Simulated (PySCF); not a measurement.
Spectrum to structure. Level of theory: TDDFT PBE0/def2-SVPD, vertical, gas phase, core orbitals frozen in the response in PySCF 2.14.0, density-fitted response routines. Geometries: GFN2-xTB, one conformer each.

```csv
state,λ (nm),f
S1,246.5,0.0052
S2,211.4,0.0020
S3,205.7,0.020
S4,191.6,0.0029
S5,190.1,0.034
S6,185.9,0.018
```

Triplets computed (Tamm–Dancoff): 4.10, 4.43 eV.

Problem. Which candidate is it? All have the formula C7H9N.
A. `C#CCN(C)CC#C`
B. `[H]/N=C\C1C=CCC=C1`
C. `N#C[C@@H]1C[C@H]2C[C@@H]1C2`
D. `C(/[C@H](C)C=C)(C#C)=N/[H]`
E. `CC/N=C/C=C1C=C1`

Solution. B. Its S1 lies at 5.03 eV; the nearest of the others has S1 at 4.61 eV. S1 is HOMO→LUMO (79%). Löwdin shares by element: HOMO carbon 38% or more, nitrogen 29% (atoms not listed hold the other 33%); LUMO carbon 49% or more, nitrogen 23% (atoms not listed hold the other 29%). At the same level the other candidates give, for their lowest levels:
- `[H]/N=C(/C#C)[C@H](C)C=C`: 269 nm (f 0.001); 237 nm (f 0.000); 211 nm (f 0.001); 208 nm (f 0.127); 196 nm (f 0.014); T1 3.84 eV; HOMO -7.65, LUMO -1.20 eV
- `CC/N=C/C=C1C=C1`: 320 nm (f 0.007); 272 nm (f 0.000); 257 nm (f 0.000); 232 nm (f 0.769); 211 nm (f 0.000); T1 3.02 eV; HOMO -6.01, LUMO -1.08 eV
- `N#C[C@@H]1C[C@H]2C[C@@H]1C2`: 161 nm (f 0.001); 154 nm (f 0.005); 153 nm (f 0.009); 147 nm (f 0.005); 146 nm (f 0.045); T1 6.41 eV; HOMO -8.92, LUMO 0.43 eV
- `C#CCN(C)CC#C`: 212 nm (f 0.017); 195 nm (f 0.019); 193 nm (f 0.000); 190 nm (f 0.007); 188 nm (f 0.002); T1 5.36 eV; HOMO -6.68, LUMO 0.46 eV

Shape of the structure used: `[H]/[N:1]=[CH:2]\[CH:3]1[CH:4]=[CH:5][CH2:6][CH:7]=[CH:8]1`: N1–C2–C3–C4 -13°.
